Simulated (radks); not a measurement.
The arsenic anion As3-, [Kr], held by a Watson sphere: a shell of charge +3 at radius R that stands for the Madelung well of a crystal (potential energy -3/R inside, -3/r outside, in hartree with lengths in bohr). All-electron calculation, scalar-relativistic Kohn-Sham, LDA (Slater exchange, VWN5 correlation), spin-unpolarised, spherical densities, point nucleus. Program: a radial shooting solver on a logarithmic mesh with Libxc functionals. Response by self-consistent Sternheimer equations with the Hartree and adiabatic LDA kernel, the relativistic mass of each level held fixed and spin-orbit coupling left out. The sphere does not respond.

R (bohr),e(3d) (eV),e(4s) (eV),e(4p) (eV),<r> 4p (bohr),sum of <r^2> (bohr^2),X-ray form factor at sin(theta)/lambda = 0.2 1/angstrom,alpha (bohr^3)
2.13,-40.101,-17.258,-7.905,2.390,58.18,26.587,33.27
2.54,-38.873,-15.760,-7.099,2.558,64.79,26.330,44.04
3.53,-37.718,-13.217,-5.274,2.958,82.13,26.072,89.24
3.98,-37.428,-12.470,-4.601,3.132,90.58,26.061,122.3
4.12,-37.350,-12.278,-4.413,3.186,93.29,26.064,134.6
4.63,-37.105,-11.705,-3.812,3.376,103.6,26.089,189.4
4.86,-37.011,-11.502,-3.578,3.460,108.4,26.103,219.8
5.02,-36.951,-11.377,-3.428,3.517,111.9,26.112,243.4
